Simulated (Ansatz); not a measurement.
In4N4H14⁻, a cluster cut from wurtzite InN (hydrogen-capped). The state is a doublet with charge -1. Geometry PBE-D4/def2-SVP, that of the neutral singlet; atoms count from 1.

```xyz
22

In    0.024    1.768   -1.735
N    -0.464   -0.447   -2.142
In    2.204    0.511    1.006
N     0.391    1.626    0.434
N     1.520   -1.598    0.379
In   -0.458   -1.902   -0.508
In   -1.393    1.203    1.657
N    -1.777   -0.960    0.962
H     1.530    1.963   -2.598
H    -1.516    2.532   -2.045
H     0.191   -0.763   -2.874
H    -1.386   -0.466   -2.604
H     3.494    0.816   -0.131
H     2.299    0.350    2.743
H     0.626    2.602    0.695
H     2.236   -1.961   -0.268
H     1.608   -2.197    1.214
H    -0.853   -3.542   -0.946
H    -2.787    2.034    1.012
H    -0.946    0.964    3.329
H    -2.745   -0.989    0.609
H    -1.801   -1.544    1.812
```

In the def2 sets In takes a core potential; there is no spin–orbit coupling. Single mean-field runs in def2-TZVP are fitted with def2-universal-jkfit. The highest occupied level of the charge -1 doublet lies above zero (up to 1.19 eV). Energy differences disagree on whether the electron is bound (positive means bound): -0.06 eV (vertical, against the charge 0 singlet, at PBE0-D4/def2-TZVP), but 0.24 eV at PBE-D4/def2-TZVP.

Q: Estimate the Mulliken populations from the PBE0/def2-TZVP orbitals of Ansatz.

A: 
```
atom  charge (e)  spin (α − β)
 In1        0.34          0.25
  N2       -0.77         -0.06
 In3        0.34          0.25
  N4       -0.96          0.02
  N5       -0.77         -0.06
 In6        0.76          0.10
 In7        0.34          0.25
  N8       -0.77         -0.06
  H9       -0.15         -0.01
 H10       -0.15         -0.01
 H11        0.21          0.05
 H12        0.21          0.05
 H13       -0.15         -0.01
 H14       -0.15         -0.01
 H15        0.31         -0.06
 H16        0.21          0.05
 H17        0.21          0.05
 H18       -0.19          0.10
 H19       -0.15         -0.01
 H20       -0.15         -0.01
 H21        0.21          0.05
 H22        0.21          0.05
```
Mulliken values depend strongly on the basis.

Q: Where does the spin sit?

A: Summed by element: In 0.86, N -0.16, H 0.30, of 1 unpaired in all. Largest on single atoms: In3 0.25, In1 0.25, In7 0.25.

Q: And the Mayer bond orders between heavy atoms (over 0.3)?

A: In1–N2 0.40 (2.30 Å); In1–N4 0.64 (2.20 Å); N2–In6 0.56 (2.19 Å); In3–N4 0.64 (2.20 Å); In3–N5 0.40 (2.30 Å); N4–In7 0.64 (2.20 Å); N5–In6 0.56 (2.19 Å); In6–N8 0.56 (2.19 Å); In7–N8 0.40 (2.30 Å).
